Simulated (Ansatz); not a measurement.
Total energies of `C[N]=[Mo]([NH2])(=[O])[Cl]`.

```xyz
11

C     1.317   -1.572    0.139
N     0.686   -0.310   -0.003
Mo   -0.461    0.874    0.495
N    -1.519    1.246   -1.071
O    -1.417    0.251    1.727
Cl    0.682    2.717    1.225
H     0.837   -2.183    0.912
H     2.371   -1.432    0.399
H     1.278   -2.113   -0.813
H    -2.468    1.587   -1.004
H    -1.305    0.935   -2.006
```

Charge 0, multiplicity 1. Correlated methods include outer-core shells of Mo, which these sets cover unevenly. Mo takes the def2 core potential. The structure was optimised at the PBE0-D4/def2-TZVP level. It is one conformer, not always the lowest. Basis def2-TZVPP, Ansatz 0.2.0.

```csv
functional,energy without D4 (Eh),D4 term (kJ/mol)
revPBE,-754.45320,-82.8
HSE06 (plane-wave form),-754.08124,-24.6
```

Give the same for LDA (SPW92), PBE, BLYP, r2SCAN, B97M-V, PBE0, B3LYP, r2SCANh, r2SCAN0. (Best estimate.)

Ansatz gave: 
```csv
functional,energy without D4 (Eh),D4 term (kJ/mol)
LDA (SPW92),-751.14948,–
PBE,-754.13109,-30.5
BLYP,-754.46498,-65.0
r2SCAN,-754.42925,-7.7
B97M-V,-754.37740,–
PBE0,-754.10003,-26.1
B3LYP,-754.56574,-49.1
r2SCANh,-754.38035,-8.2
r2SCAN0,-754.30918,-9.1
```

B3LYP takes the VWN-RPA correlation (the form of Gaussian; ORCA's B3LYP/G). HSE06 is the plane-wave form, built on full-range PBE exchange.
